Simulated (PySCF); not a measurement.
H₇NO₂Si₂, SMILES N[Si@H](O)O[SiH3]. Atoms are numbered in the order given.

```xyz
12

N     -2.1686     0.3961     0.7738
Si    -0.9596     0.0190    -0.3873
O     -0.6024    -1.6067    -0.3214
O      0.5160     0.7307    -0.1360
Si     2.0858     0.2713     0.1714
H     -2.0057     0.2420     1.7650
H     -2.7647     1.2051     0.6265
H     -1.4828     0.4758    -1.6959
H     -1.3531    -2.2055    -0.2370
H      2.9020     1.5102     0.2992
H      2.1759    -0.4978     1.4466
H      2.6315    -0.5599    -0.9391
```
Charge 0, spin multiplicity 1.

The structure is a stationary point at B3LYP-D3(BJ)/def2-SVP. The structure was generated by enumeration; whether it is a known compound was not checked. The values are those of a single conformer.

Method: PBE0/pcSseg-1 (PySCF).

GIAO shieldings, no solvent; atoms listed in one row are averaged. δ = σ(ref) − σ: ¹⁵N against NH3 (σ = 267.4 ppm); ²⁹Si against TMS (σ = 352.7 ppm); ¹⁷O against H2O (σ = 334.2 ppm); ¹H against TMS (σ = 31.56 ppm), references at their B3LYP-D3(BJ)/def2-TZVP geometries, non-relativistic.

```json
[
 {"nucleus": "¹⁵N", "atoms": "N1", "count": "1", "δ (ppm)": "39.7"},
 {"nucleus": "²⁹Si", "atoms": "Si5", "count": "1", "δ (ppm)": "-39.3"},
 {"nucleus": "²⁹Si", "atoms": "Si2", "count": "1", "δ (ppm)": "-42.9"},
 {"nucleus": "¹⁷O", "atoms": "O3", "count": "1", "δ (ppm)": "54.7"},
 {"nucleus": "¹⁷O", "atoms": "O4", "count": "1", "δ (ppm)": "47.5"},
 {"nucleus": "¹H", "atoms": "H10, H11, H12", "count": "3", "δ (ppm)": "5.26"},
 {"nucleus": "¹H", "atoms": "H8", "count": "1", "δ (ppm)": "4.77"},
 {"nucleus": "¹H", "atoms": "H9", "count": "1", "δ (ppm)": "1.71"},
 {"nucleus": "¹H", "atoms": "H7", "count": "1", "δ (ppm)": "1.33"},
 {"nucleus": "¹H", "atoms": "H6", "count": "1", "δ (ppm)": "1.17"}
]
```
